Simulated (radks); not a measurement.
All-electron atom: Ca II in [Ar] 4s(up 1, down 0) (the NIST ground configuration).

All-electron calculation, scalar-relativistic Kohn-Sham, r2SCAN, spin-polarised, spherical densities, finite nucleus; meta-GGA in the generalised Kohn-Sham scheme; Fermi nuclear charge, rms radius 3.4776 fm. Program: a radial shooting solver on a logarithmic mesh with Libxc functionals.

Energy parts (eV):
part                      energy
total                 -18511.812
kinetic                18638.762
electron-nucleus      -43830.123
Hartree                 7660.033
exchange-correlation    -980.483

Orbitals (lengths in bohr, moments of r in powers of bohr; r(90%) holds 90 % of the orbital's charge):
orbital	occ.	eigenvalue (eV)	<r>	<r^2>	<r^4>	r(90%)
1s up	1	-3974.335	0.07685	0.007948	0.0001632	0.137
1s down	1	-3974.301	0.07686	0.007948	0.0001632	0.137
2s up	1	-427.9490	0.3631	0.1561	0.04336	0.565
2s down	1	-427.9193	0.3631	0.1561	0.04334	0.565
2p up	3	-345.9725	0.3273	0.1326	0.03669	0.539
2p down	3	-345.9375	0.3273	0.1325	0.03667	0.539
3s up	1	-55.7019	1.156	1.539	3.855	1.73
3s down	1	-55.6086	1.157	1.543	3.859	1.73
3p up	3	-35.6997	1.269	1.897	6.396	1.95
3p down	3	-35.5904	1.265	1.878	6.134	1.95
4s up	1	-9.4349	3.610	14.67	323.2	5.25

The highest occupied level is 4s up at -9.435 eV. The electron density at the nucleus is 6184 e/bohr^3 (large components only).
